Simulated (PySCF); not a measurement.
# C5H8NO: g tensor and hyperfine couplings

C5H8NO (doublet state).
Geometry (GFN2-xTB, Å), atoms numbered from 1 in this order:
```xyz
15
C5H8NO angstrom
C      2.2165    0.0457    0.1629
N      0.8708    0.0840    0.0925
C      0.0462   -1.1018    0.1908
C     -1.3111   -0.6539   -0.3569
C     -1.3366    0.8395   -0.0417
C      0.1289    1.2357   -0.0348
O      0.6006    2.3544   -0.1105
H      2.7122   -0.8973    0.2614
H      2.7447    0.9744    0.1063
H      0.4878   -1.9227   -0.3781
H     -0.0319   -1.4088    1.2411
H     -1.3452   -0.8077   -1.4361
H     -2.1363   -1.1999    0.0961
H     -1.8970    1.4300   -0.7641
H     -1.7541    1.0363    0.9491
```

The hyperfine couplings belong to this conformer and change with its torsions.

The species is `[CH2]N1CCCC1=O` [radical].

The calculation used PySCF 2.14.0, UKS B3LYP, pcH-1 on C H N O, non-relativistic, mean-field spin-orbit, GIAO. Geometry: GFN2-xTB, one conformer, isolated molecule. The geometry wasn't refined by DFT: couplings that depend on bond lengths, twists or pyramidal angles can differ widely from those at the functional's own minimum. No stability test was run, so a lower SCF solution isn't excluded.

```
g1, g2, g3                      : 2.00215, 2.00310, 2.00369
g_iso                           : 2.00298
Form of g                       : rhombic: the two nearest values differ by 38 % of g3 − g1
⟨S²⟩                            : 0.7553 (exact 0.7500)
HOMO–LUMO gap, α and β orbitals : 5.17, 5.35 eV
Total energy                    : -325.31314 Eh
Basis functions                 : 255
```

Isotropic coupling and dipolar principal values T1 to T3, in 10⁻⁴ cm⁻¹ (1 × 10⁻⁴ cm⁻¹ = 2.998 MHz):

| atom | isotope | a_iso | T1 | T2 | T3 | Mulliken spin population |
| --- | --- | --- | --- | --- | --- | --- |
| C1 | 13C | 22.3 | -22.4 | -21.9 | 44.3 | 0.87 |
| N2 | 14N | -1.1 | -1.6 | -1.3 | 2.9 | 0.02 |
| C3 | 13C | -1.5 | -0.5 | -0.1 | 0.6 | -0.01 |
| C4 | 13C | 0.8 | -0.2 | -0.1 | 0.3 | 0.00 |
| C5 | 13C | -2.0 | -0.2 | -0.1 | 0.3 | -0.01 |
| C6 | 13C | 0.7 | -2.6 | -1.9 | 4.5 | 0.07 |
| O7 | 17O | -2.6 | -11.5 | 5.6 | 5.9 | 0.11 |
| H8 | 1H | -18.5 | -11.0 | 0.4 | 10.6 | -0.04 |
| H9 | 1H | -18.3 | -10.3 | 0.1 | 10.3 | -0.04 |
| H10 | 1H | 2.8 | -0.9 | -0.9 | 1.8 | 0.01 |
| H11 | 1H | 3.9 | -1.0 | -0.6 | 1.6 | 0.01 |
| H12 | 1H | 0.0 | -0.5 | -0.4 | 0.9 | 0.00 |
| H13 | 1H | 0.6 | -0.3 | -0.3 | 0.6 | 0.00 |
| H14 | 1H | 3.5 | -0.5 | -0.4 | 0.9 | 0.01 |
| H15 | 1H | 6.1 | -0.5 | -0.4 | 1.0 | 0.01 |

The largest Mulliken spin populations are on C1 (+0.87), O7 (+0.11) and C6 (+0.07). C1 is the only atom above +0.15. The angles at C1 add up to 360.0°, so it is planar; its axial dipolar tensor and the negative couplings of its protons fit spin in a p orbital normal to that plane.

Axes: g3 points within 10° of the C1–H8 bond.

Under fast tumbling the dipolar parts average out, and these isotropic splittings remain: 1 × 1H (H8, I = 1/2, 2 lines) with 1.98 mT, 1 × 1H (H9, I = 1/2, 2 lines) with 1.96 mT, 2 × 1H (H14/H15, I = 1/2, 3 lines) with 0.51 mT, 2 × 1H (H10/H11, I = 1/2, 3 lines) with 0.36 mT, 1 × 14N (N2, I = 1, 3 lines) with 0.12 mT and 2 × 1H (H12/H13, I = 1/2, 3 lines) with 0.03 mT.

Class means assume fast exchange of nuclei equivalent by connectivity; if that motion is slow, each nucleus keeps its own coupling. H8 and H9 aren't averaged: C1 is flat or nearly so (angle sum 360°), and its turn about the short C1–N2 bond (1.35 Å) is taken as slow. The 1H value of +14.3 MHz is a mean of couplings from 10.3 to 18.3 MHz in this one geometry, not an average over conformers.

The 13C coupling of C1 (66.8 MHz) shows only in satellite lines or after enrichment, since that isotope makes up about 1.07 % of natural carbon.

The 17O coupling of O7 (-7.7 MHz) shows only in satellite lines or after enrichment, since that isotope makes up about 0.038 % of natural oxygen.

The run took 29 s wall (with the writing of density and orbital grids) on one thread, AMD EPYC 9R45 (x86_64), on a shared host, and the process peaked at 0.96 GiB of memory.
